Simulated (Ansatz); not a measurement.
Born–Oppenheimer molecular dynamics of AlCl₂H₃S (7 atoms, charge 0, multiplicity 1). It starts at the highest image of a converged band, a first-order saddle point between two minima.

The calculation used RKS PBE0/6-31G* (Ansatz 0.2.0).

```yaml
ensemble: NVE (velocity Verlet)
time_step: 0.5 fs
steps_asked: 200
starting_velocities_drawn_for: 300 K
seed: 2694
```

First frame:

```xyz
7
Properties=species:S:1:pos:R:3
Al 0.064 -0.338 -0.097
H -0.070 -0.101 1.585
Cl 1.873 0.435 -0.807
Cl -1.781 -0.020 -1.041
S 0.320 -2.564 0.626
H -1.003 -2.824 0.605
H 0.096 -1.232 1.529
```

Problem. What does the run give?

Solution. All steps were run.

```json
{
 "steps done": "200",
 "time covered": "100 fs",
 "mean temperature over the second half": "700 K",
 "spread of the potential energy over the second half": "19.8 meV per atom",
 "mean potential energy of the second half above the start": "-36.9 meV per atom"
}
```

The conserved energy stayed within 0.19 meV per atom of its start (net change 0.13 meV per atom), so the integration is sound. The kinetic energy rose, since the run started high on the potential surface and went downhill. It ends in pieces (AlCl2H + H2S), so much of that is their flight and rotation, not heat. A run of 0.1 ps of so small a system gives no equilibrium averages. The orbitals stay closed-shell, which can raise the energy where a bond breaks towards radicals; this wasn't checked here.

Problem. What happens to the structure?

Solution. Between its relaxed ends the band would form H2–H7 and break Al1–H2, S5–H7. These pairs go: H2–H7 1.14 → 3.77 Å, Al1–H2 1.70 → 1.61 Å, S5–H7 1.62 → 1.27 Å. In the last frame they stand as before the step (other bonds may differ from the relaxed reactants and products). Also parted: Al1–S5 2.35 → 3.17 Å, Al1–H7 1.86 → 3.39 Å. It ends as AlCl2H + H2S. Pairs count as bonded within 1.25 times the sum of covalent radii (0.12 Å more for H–H). The details hang on the random start.

Problem. How do temperature and energy run in time?

Solution. 
| time (fs) | T (K) | potential energy less start (eV) | conserved less start (meV/atom) |
| --- | --- | --- | --- |
| 0 | 300 | 0.000 | 0.00 |
| 5 | 197 | 0.067 | 0.08 |
| 10 | 374 | -0.048 | -0.04 |
| 15 | 547 | -0.160 | -0.06 |
| 20 | 648 | -0.224 | 0.09 |
| 25 | 1025 | -0.468 | 0.02 |
| 30 | 983 | -0.442 | 0.01 |
| 35 | 1085 | -0.508 | -0.15 |
| 40 | 951 | -0.422 | -0.09 |
| 45 | 826 | -0.339 | 0.09 |
| 50 | 762 | -0.298 | 0.14 |
| 55 | 718 | -0.270 | 0.05 |
| 60 | 866 | -0.367 | -0.17 |
| 65 | 830 | -0.343 | -0.13 |
| 70 | 798 | -0.322 | 0.05 |
| 75 | 855 | -0.358 | 0.15 |
| 80 | 829 | -0.341 | 0.08 |
| 85 | 823 | -0.339 | -0.18 |
| 90 | 536 | -0.154 | -0.13 |
| 95 | 292 | 0.005 | 0.04 |
| 100 | 335 | -0.021 | 0.13 |

The run took 14 min on 1 thread of Arm Neoverse V1 (shared host), peak memory 0.17 GiB.
